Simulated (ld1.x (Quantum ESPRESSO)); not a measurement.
**Before and after: TM potential for Xe (Z = 54)**

ld1.x (Quantum ESPRESSO) 7.5 input, shortened:

```
&input
   title='Xe', zed=54., rel=2, dft='PBE', iswitch=3,
   config='[Xe] 5d-2', rel_dist='average'
 /
 &inputp
   pseudotype=2, tm=.true., lloc=-1, rcloc=1.60,
   nlcc=.true.
 /
3
5S  1  0   2.00   0.00  1.65  1.65  0.0
5P  2  1   6.00   0.00  2.05  2.05  0.0
5D  3  2  -2.00   0.15  1.90  1.90  0.0
 &test
   configts(1)='5s2 5p6'
 /
```

Open shells are filled in proportion to 2j + 1 (rel_dist='average').

All-electron outer shells of the reference configuration (PBE, scalar-relativistic, ld1.x):

```
shell  level (eV)  outermost node (bohr)  outermost maximum (bohr)
   4p     -141.27                   0.36                      0.69
   4d      -59.38                   0.34                      0.75
   5s      -19.74                   0.85                      1.63
   5p       -8.23                   0.92                      1.91
```

Change: core correction a·sin(br)/r model core inside 1.60 bohr.

Cutoffs: the cutoffs (Ry, on a coarse ladder) from which the occupation-weighted sum of valence levels, in a spherical-Bessel basis at the reference potential, stays within 10 and 1 mRy of its value at 400 Ry; they do not see the model core or the augmentation charge, which bear on the density cutoff. Errors are all-electron minus pseudo energies relative to the spin-unpolarised reference configuration.

**Question.** What does the change do?

**Answer.** The potential gets neither clearly harder nor softer (35 Ry and 60 Ry → 35 Ry and 60 Ry); both files keep a bound ghost (s); of the 6 tests that both files solve, the error grows in 1 and shrinks in 4 by more than 15 % and 0.3 meV (median size 5.4 → 5.6 meV). The default core radius of the base comes out at 1.31 bohr. A wider model core is smoother and lowers the density cutoff, which this test does not measure.

| quantity | base | changed |
| --- | --- | --- |
| cutoff, loose | 35 Ry | 35 Ry |
| cutoff, tight | 60 Ry | 60 Ry |
| bound ghosts | s | s |
| error for 5s2 5p5, meV [ΔE 12.57 eV] | +4.0 | +3.3 |
| error for 5s2 5p4, meV [ΔE 34.36 eV] | +15 | +10 |
| error for 5s2 5p3, meV [ΔE 66.12 eV] | +23 | +6.7 |
| error for 5s2 5p5.5, meV [ΔE 5.19 eV] | +0.9 | +0.7 |
| error for 5s1 5p6, meV [ΔE 24.66 eV] | +5.7 | +4.4 |
| error for 5s2 5p2, meV [ΔE 108.48 eV] | -5.1 | -44 |
| s: phases at 2.24 bohr within 0.05 rad from the reference energy up to (Ry; the scan ends near 5) | 4.7 | 4.7 |
| p1/2: phases at 2.24 bohr within 0.05 rad from the reference energy up to (Ry; the scan ends near 5) | 1.9 | 1.9 |
| p3/2: phases at 2.24 bohr within 0.05 rad from the reference energy up to (Ry; the scan ends near 5) | 1.6 | 1.6 |
| d3/2: phases at 2.24 bohr within 0.05 rad from the reference energy up to (Ry; the scan ends near 5) | 0.8 | 0.8 |
| d5/2: phases at 2.24 bohr within 0.05 rad from the reference energy up to (Ry; the scan ends near 5) | 0.8 | 0.8 |

 A true bound ghost makes a file unfit for plane-wave use even where its test errors are small: the radial tests pick states by their node count and pass the ghost by.
